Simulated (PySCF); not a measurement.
# Working out the excitation energy of C+

C+ [He] 2s2 2p1 (2P) → C+ [He] 2s2 3d1 (2D). Calculation: PySCF 2.14, in aug-cc-pVTZ; no relativity, point nucleus. Frozen: 1s2. Energies in hartree (1 hartree = 27.21139 eV):

```json
{"part": "UHF", "C+ (lower)": "-37.294960", "C+ (upper)": "-36.611054"}
{"part": "CCSD correlation", "C+ (lower)": "-0.074694", "C+ (upper)": "-0.076323"}
{"part": "(T)", "C+ (lower)": "-0.001159", "C+ (upper)": "-0.001155"}
```

Problem. What does Hartree-Fock give?

Solution. (-36.611054) − (-37.294960) = 0.683906 hartree = 18.610 eV.

Problem. What do CCSD and CCSD(T) give?

Solution. The CCSD correlation energies differ by -0.001629 hartree = -0.044 eV and the triples by 0.000004 hartree = 0.000 eV, so CCSD gives 18.566 eV and CCSD(T) 18.566 eV.

Measured between the centres of the two terms (NIST): 18.041 eV, so CCSD(T) (valence) is off by 0.525 eV.

The coupled-cluster amplitudes are large, so a single reference is strained.

What remains against the reference includes basis incompleteness, the frozen core and higher excitations.
